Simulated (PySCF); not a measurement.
Ge(H)2(vinyl)(NH2) (C₂H₇GeN), SMILES C=[CH][GeH2][NH2].

Geometry optimised at PBE0-D3(BJ)/def2-SVP. Other conformers were not sampled.

Level of theory: PBE0-D3(BJ)/def2-SVP in PySCF 2.14.0.

Frequencies are harmonic and unscaled.

```json
[
 {"mode": "1", "ν (cm⁻¹)": "77", "IR (km/mol)": "0.4", "moving atoms (share of kinetic energy)": "C 37 %, H 34 %, N 22 %"},
 {"mode": "2", "ν (cm⁻¹)": "165", "IR (km/mol)": "21.5", "moving atoms (share of kinetic energy)": "H 76 %, N 14 %"},
 {"mode": "3", "ν (cm⁻¹)": "180", "IR (km/mol)": "11.5", "moving atoms (share of kinetic energy)": "H 53 %, N 19 %, C 16 %, Ge 12 %"},
 {"mode": "4", "ν (cm⁻¹)": "268", "IR (km/mol)": "2.2", "moving atoms (share of kinetic energy)": "C 48 %, H 43 %"},
 {"mode": "5", "ν (cm⁻¹)": "459", "IR (km/mol)": "28.1", "moving atoms (share of kinetic energy)": "H 73 %, C 18 %, Ge 8 %"},
 {"mode": "6", "ν (cm⁻¹)": "513", "IR (km/mol)": "73.8", "moving atoms (share of kinetic energy)": "H 71 %, C 21 %"},
 {"mode": "7", "ν (cm⁻¹)": "557", "IR (km/mol)": "137.7", "moving atoms (share of kinetic energy)": "H 60 %, N 29 %, C 10 %"},
 {"mode": "8", "ν (cm⁻¹)": "597", "IR (km/mol)": "81.3", "moving atoms (share of kinetic energy)": "C 49 %, H 33 %, Ge 16 %"},
 {"mode": "9", "ν (cm⁻¹)": "694", "IR (km/mol)": "53.5", "moving atoms (share of kinetic energy)": "N 53 %, H 27 %, Ge 19 %"},
 {"mode": "10", "ν (cm⁻¹)": "717", "IR (km/mol)": "13.8", "moving atoms (share of kinetic energy)": "H 90 %, C 8 %"},
 {"mode": "11", "ν (cm⁻¹)": "810", "IR (km/mol)": "118.1", "moving atoms (share of kinetic energy)": "H 91 %"},
 {"mode": "12", "ν (cm⁻¹)": "850", "IR (km/mol)": "62.3", "moving atoms (share of kinetic energy)": "H 98 %"},
 {"mode": "13", "ν (cm⁻¹)": "928", "IR (km/mol)": "22.8", "moving atoms (share of kinetic energy)": "H 87 %, N 12 %"},
 {"mode": "14", "ν (cm⁻¹)": "987", "IR (km/mol)": "32.3", "moving atoms (share of kinetic energy)": "H 73 %, C 27 %"},
 {"mode": "15", "ν (cm⁻¹)": "1002", "IR (km/mol)": "8.2", "moving atoms (share of kinetic energy)": "H 84 %, C 15 %"},
 {"mode": "16", "ν (cm⁻¹)": "1039", "IR (km/mol)": "12.5", "moving atoms (share of kinetic energy)": "H 93 %"},
 {"mode": "17", "ν (cm⁻¹)": "1266", "IR (km/mol)": "0.8", "moving atoms (share of kinetic energy)": "H 73 %, C 27 %"},
 {"mode": "18", "ν (cm⁻¹)": "1414", "IR (km/mol)": "12.3", "moving atoms (share of kinetic energy)": "H 85 %, C 15 %"},
 {"mode": "19", "ν (cm⁻¹)": "1554", "IR (km/mol)": "19.2", "moving atoms (share of kinetic energy)": "H 91 %, N 9 %"},
 {"mode": "20", "ν (cm⁻¹)": "1684", "IR (km/mol)": "4.4", "moving atoms (share of kinetic energy)": "C 86 %, H 14 %"},
 {"mode": "21", "ν (cm⁻¹)": "2151", "IR (km/mol)": "99.7", "moving atoms (share of kinetic energy)": "H 99 %"},
 {"mode": "22", "ν (cm⁻¹)": "2156", "IR (km/mol)": "145.9", "moving atoms (share of kinetic energy)": "H 98 %"},
 {"mode": "23", "ν (cm⁻¹)": "3131", "IR (km/mol)": "14.3", "moving atoms (share of kinetic energy)": "H 95 %"},
 {"mode": "24", "ν (cm⁻¹)": "3159", "IR (km/mol)": "4.9", "moving atoms (share of kinetic energy)": "H 91 %, C 9 %"},
 {"mode": "25", "ν (cm⁻¹)": "3226", "IR (km/mol)": "8.2", "moving atoms (share of kinetic energy)": "H 89 %, C 11 %"},
 {"mode": "26", "ν (cm⁻¹)": "3568", "IR (km/mol)": "13.2", "moving atoms (share of kinetic energy)": "H 96 %"},
 {"mode": "27", "ν (cm⁻¹)": "3667", "IR (km/mol)": "16.7", "moving atoms (share of kinetic energy)": "H 92 %, N 8 %"}
]
```
